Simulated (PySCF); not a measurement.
Positional isomers: thiophene mercapto+boryl. Gas-phase values, no solvent. One relaxed conformer stands for each flexible species; it need not be the lowest. Strings in code marks are SMILES.

The four lowest singlet excitations (Tamm–Dancoff). Level of theory: PBE0-D4/def2-TZVP // PBE0-D4/def2-SVP run with PySCF. Excitations are Tamm–Dancoff values on a coarser integration grid. The basis has no diffuse functions, so Rydberg states are missing or too high.

```
state  energy (eV)  wavelength (nm)  oscillator strength
-----  -----------  ---------------  -------------------
S1            3.40              365                0.020
S2            5.01              247                0.067
S3            5.30              234                0.000
S4            5.46              227                0.000
```

Problem. Name which member gives these states.
A. `Bc1cscc1S`
B. `Bc1cc(S)cs1`
C. `Bc1ccsc1S`
D. `Bc1sccc1S`

Solution. A, `Bc1cscc1S`
